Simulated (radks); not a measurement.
The numbers below are computed, except where a source is named.
Problem. Ti+, configuration [Ar] 3d2 4s1. Code: a radial shooting solver on a logarithmic mesh with Libxc functionals. Model: Dirac Kohn-Sham, PBEsol, spin-unpolarised, spherical densities, finite nucleus; open shells fill j = l - 1/2 first; Fermi nuclear charge, rms radius 3.5921 fm.

Spin-orbit splittings of the eigenvalues, e(l+1/2) - e(l-1/2), with zeta = 2 splitting/(2l+1) and mean radii in bohr:

shell  occ.  splitting (eV)  zeta (eV)  <r> j=l-1/2  <r> j=l+1/2
2p        6           5.763      3.842       0.2883       0.2909
3p        6          0.6585     0.4390        1.081        1.089
3d        2               ?          ?        1.517        1.521

Estimate the 3d splitting.

Solution. 0.04865 eV (zeta = 0.01946 eV).
